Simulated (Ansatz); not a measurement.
PBE exchange is replaced step by step with exact exchange (0 % is PBE, 25 % PBE0; no dispersion term), basis def2-TZVP, Ansatz. System: ZrTe2. Charge 0, multiplicity 1. Geometry: PBE-D4/def2-TZVP, each spin state at its own.

Geometry of the singlet:

```xyz
3

Zr    0.655    0.726    0.201
Te   -1.255    0.864   -1.506
Te    0.600   -1.589    1.305
```

In the def2 sets Te, Zr take a core potential; there is no spin–orbit coupling. At PBE-D4/def2-TZVP the gap within one spin of the charge 0 quintet nearly closes, so an electron or hole may be smeared out by delocalisation error. The structure comes from a short search, and lower isomers may exist.

```tsv
exact exchange (%)	HOMO (eV)	LUMO (eV)	gap (eV)	triplet − singlet (kJ/mol)	quintet − singlet (kJ/mol)
0	-4.94	-4.10	0.84	56.8	255.0
5	-5.11	-3.94	1.17	56.3	253.2
10	-5.28	-3.78	1.50	55.6	246.2
15	-5.45	-3.62	1.82	54.7	238.2
25	-5.79	-3.32	2.47	52.5	221.2
35	-6.14	-3.04	3.10	49.5	203.2
50	-6.67	-2.64	4.03	43.8	175.3
```

The spin gap doesn't follow a straight line here, which points to a change of state along the sweep.
